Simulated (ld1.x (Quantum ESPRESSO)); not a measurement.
**Before and after: TM potential for Pt**

```json
{"Element": "Pt", "Generator": "ld1.x (Quantum ESPRESSO) 7.5", "Type": "norm-conserving Troullier–Martins (Kleinman–Bylander form)", "Functional": "PBE", "Relativity": "scalar-relativistic", "Frozen core": "[Xe] 4f14", "Valence charge": "10", "Reference configuration": "5d9 6s1 6p0", "Partial waves": "6p (bound, empty): rc 4.00 bohr; 5d (bound): rc 1.90 bohr; 6s (bound): rc 2.55 bohr", "Local potential": "the s channel", "Core correction": "none"}
```

All-electron outer shells of the reference configuration (PBE, scalar-relativistic, ld1.x):

```
shell  level (eV)  outermost node (bohr)  outermost maximum (bohr)
   4f      -70.08                      –                      0.38
   5p      -56.02                   0.53                      0.98
   5d       -6.14                   0.57                      1.26
   6s       -5.66                   1.14                      2.38
   6p       -0.84                   1.36                      3.69
```

Change: wave 6s (bound): rc 2.55 bohr becomes 6s (bound): rc 3.26 bohr.

Cutoffs: the cutoffs (Ry, on a coarse ladder) from which the occupation-weighted sum of valence levels, in a spherical-Bessel basis at the reference potential, stays within 10 and 1 mRy of its value at 400 Ry; they do not see the model core or the augmentation charge, which bear on the density cutoff. Errors are all-electron minus pseudo energies relative to the spin-unpolarised reference configuration.

Task: Predict the effect on cutoff, ghosts and configuration errors.

Result: The potential gets neither clearly harder nor softer (40 Ry and 50 Ry → 40 Ry and 50 Ry); the d channel sets the loose cutoff, while the largest relative change is in s, which becomes softer; of the 7 tests that both files solve, the error grows in 3 and shrinks in 4 by more than 15 % and 0.3 meV (median size 35.8 → 7.1 meV); the range in which the d phases agree widens (upper end 0.5 → 2.4); neither file shows a bound ghost.

```tsv
quantity	base	changed
cutoff, loose	40 Ry	40 Ry
cutoff, tight	50 Ry	50 Ry
loose cutoff by channel (10 mRy a level)	d 35 Ry, s 8 Ry	d 35 Ry, s 6 Ry
bound ghosts	none	none
error for 5d9 6s0 6p0, meV [ΔE 9.19 eV]	+0.3	+3.6
error for 5d8 6s0 6p0, meV [ΔE 29.16 eV]	-20	-71
error for 5d7 6s0 6p0, meV [ΔE 61.38 eV]	-206	-354
error for 5d9 6s0 6p1, meV [ΔE 5.05 eV]	+4.8	+0.6
error for 5d8 6s2 6p0, meV [ΔE 1.00 eV]	-48	+14
error for 5d10 6s0 6p0, meV [ΔE -0.02 eV]	-45	-7.1
error for 5d8 6s1 6p0, meV [ΔE 11.17 eV]	-36	+2.4
s: phases at 4.37 bohr within 0.05 rad from the reference energy up to (Ry; the scan ends near 5)	0.7	0.4
p: phases at 4.37 bohr within 0.05 rad from the reference energy up to (Ry; the scan ends near 5)	1.1	1.0
d: phases at 4.37 bohr within 0.05 rad from the reference energy up to (Ry; the scan ends near 5)	0.5	2.4
```
